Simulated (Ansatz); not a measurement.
[In(OH)4]- (InO4H4⁻). The state is a singlet with charge -1. Geometry PBE0-D4/def2-SVPD.

```xyz
9

In   -0.0006   -0.0002   -0.0009
O     2.0402   -0.3549   -0.0182
H     2.4488    0.3076   -0.5822
O    -0.8903   -1.8568   -0.2294
H    -0.2003   -2.4862   -0.4565
O    -0.3364    1.4089   -1.4815
H    -0.9334    2.0722   -1.1246
O    -0.8154    0.8021    1.7264
H    -1.3126    0.1074    2.1670
```

In the def2 sets In takes a core potential; there is no spin–orbit coupling. LC-ωPBE has ω = 0.4 bohr⁻¹.

Task: Estimate the orbital energies around the gap (eV) in Ansatz with LDA (SPW92)/def2-TZVPD, revPBE-D4/def2-TZVPD, BLYP-D4/def2-TZVPD, B97M-V/def2-TZVPD, LC-ωPBE/def2-TZVPD.

Result: 
| orbital | LDA (SPW92)/def2-TZVPD | revPBE-D4/def2-TZVPD | BLYP-D4/def2-TZVPD | B97M-V/def2-TZVPD | LC-ωPBE/def2-TZVPD |
| --- | --- | --- | --- | --- | --- |
| HOMO−9 | -5.95 | -5.75 | -5.72 | -6.36 | -10.44 |
| HOMO−8 | -5.94 | -5.75 | -5.72 | -6.36 | -10.44 |
| HOMO−7 | -4.01 | -3.72 | -3.71 | -4.21 | -8.38 |
| HOMO−6 | -2.86 | -2.53 | -2.53 | -2.97 | -7.19 |
| HOMO−5 | -2.86 | -2.53 | -2.53 | -2.97 | -7.08 |
| HOMO−4 | -2.83 | -2.49 | -2.51 | -2.97 | -7.08 |
| HOMO−3 | -2.04 | -1.75 | -1.77 | -2.26 | -6.44 |
| HOMO−2 | -1.96 | -1.67 | -1.68 | -2.16 | -6.25 |
| HOMO−1 | -1.96 | -1.67 | -1.68 | -2.16 | -6.25 |
| HOMO | -1.91 | -1.61 | -1.63 | -2.08 | -6.04 |
| LUMO | 1.97 | 2.16 | 2.11 | 2.17 | 4.02 |
| LUMO+1 | 3.36 | 3.32 | 3.36 | 3.45 | 4.99 |
| LUMO+2 | 3.36 | 3.32 | 3.36 | 3.45 | 5.01 |
| LUMO+3 | 3.57 | 3.50 | 3.54 | 3.63 | 5.01 |
| LUMO+4 | 3.99 | 4.10 | 4.11 | 4.24 | 5.36 |
| LUMO+5 | 4.26 | 4.12 | 4.22 | 4.27 | 5.68 |
